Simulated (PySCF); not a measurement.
## Working out the electron affinity of Re

Re⁻ [Xe] 4f14 5d6 6s2 (5D) → Re [Xe] 4f14 5d5 6s2 (6S). All numbers are calculated (PySCF 2.14, scalar relativity through the core potential, in aug-cc-pVDZ-PP with ECP60MDF (5s5p4d2f, 54 functions)). Frozen: 5s2 5p6. Energies in hartree (1 hartree = 27.21139 eV):

| part | Re⁻ (lower) | Re (upper) |
| --- | --- | --- |
| UHF | -77.763620 | -77.834749 |
| MP2 opposite-spin | -0.079738 | -0.048257 |
| MP2 same-spin | -0.067375 | -0.061403 |

**Question.** What does Hartree-Fock give?

**Answer.** (-77.834749) − (-77.763620) = -0.071129 hartree = -1.936 eV.

**Question.** What do MP2 and SCS-MP2 (6/5 opposite-spin, 1/3 same-spin) give?

**Answer.** The opposite-spin parts differ by 0.857 eV and the same-spin parts by 0.163 eV. MP2: -1.936 + (0.857) + (0.163) = -0.916 eV. SCS-MP2: -1.936 + 1.2 × (0.857) + (0.163)/3 = -0.853 eV.

Reference: 0.060 eV (measured; photodetachment measurements, as compiled on the Wikipedia data page of electron affinities), between the lowest levels; spin-orbit coupling is absent from the calculation.

A double-zeta basis recovers only part of the correlation energy.

What remains against the reference includes basis incompleteness, the frozen core and correlation beyond second order.
